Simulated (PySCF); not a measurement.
B(Br)(Et)(Vi), C₄H₈BBr, SMILES C(=C)B(CC)Br, PBE0/def2-SVP optimised geometry.

```
14

B      0.39    -0.49     0.00
Br     2.32    -0.49     0.00
C     -0.40     0.87     0.00
C      0.39     2.18    -0.01
H     -1.07     0.83     0.88
H     -1.09     0.83    -0.86
H      1.03     2.25    -0.90
H      1.04     2.26     0.87
H     -0.29     3.05    -0.01
C     -0.30    -1.89     0.00
C     -1.63    -2.06     0.00
H      0.33    -2.79     0.00
H     -2.09    -3.05     0.01
H     -2.32    -1.21     0.01
```

Density from PBE0/def2-TZVP (PySCF 2.14.0) at that geometry.

Minimum of the electron density along straight lines between bonded atoms, close to the bond critical point (lines longer than 1.1 times the sum of covalent radii, or with two minima, are not listed):

```tsv
bond	length / Å	ρ at the minimum / e bohr⁻³	∇²ρ there / e bohr⁻⁵	position (fraction from the first atom)
B1–Br2	1.932	0.126	(withheld)	0.29
B1–C3	1.571	0.192	(withheld)	0.33
C3–C4	1.522	0.244	-0.60	0.50
C3–H5	1.108	0.263	-0.85	0.64
C3–H6	1.108	0.263	-0.85	0.64
C4–H7	1.101	0.272	-0.92	0.64
C4–H8	1.101	0.272	-0.92	0.64
C4–H9	1.101	0.272	-0.91	0.64
B1–C10	1.554	0.193	-0.26	0.33
C10–C11	1.343	(withheld)	-1.05	0.49
C10–H12	1.097	0.277	-0.96	0.65
C11–H13	1.096	0.279	-0.98	0.65
C11–H14	1.096	0.279	-0.98	0.65
```

**Question.** Some entries are withheld; supply them.

**Answer.** 
- B1–Br2, ∇²ρ there / e bohr⁻⁵: -0.16
- B1–C3, ∇²ρ there / e bohr⁻⁵: -0.36
- C10–C11, ρ at the minimum / e bohr⁻³: 0.344
